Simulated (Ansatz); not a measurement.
Basis-set extrapolation for `[CH3][AlH][SiH2]S[SiH3]` (PBE0-D4/def2-TZVP geometry, frozen core, Ansatz). Multiplicity 1, RHF reference.

|  | def2-TZVPP | def2-QZVPP |
| --- | --- | --- |
| HF | -1260.522767 | -1260.560768 |
| MP2 correlation | -0.695159 | -0.747302 |
| CCSD(T) correlation | -0.805962 | not run |

Energies in hartree. Use E(X) = E(∞) + A·exp(−7.88·√X) for Hartree–Fock and E(X) = E(∞) + B·X^(−2.97) for correlation, with X = 3 and 4, and add CCSD(T) minus MP2 of the smaller set to the MP2 limit.

Question: What is the CCSD(T) energy at the basis-set limit?

Answer: HF limit: -1260.560768 + (-0.038001) × 0.13774 = -1260.56600. MP2 limit: -0.747302 + (-0.052143) × 0.74074 = -0.78593. Higher-order term: -0.805962 − (-0.695159) = -0.11080. Total: -1261.46273 hartree, 351.8 kJ/mol below CCSD(T)/def2-TZVPP.
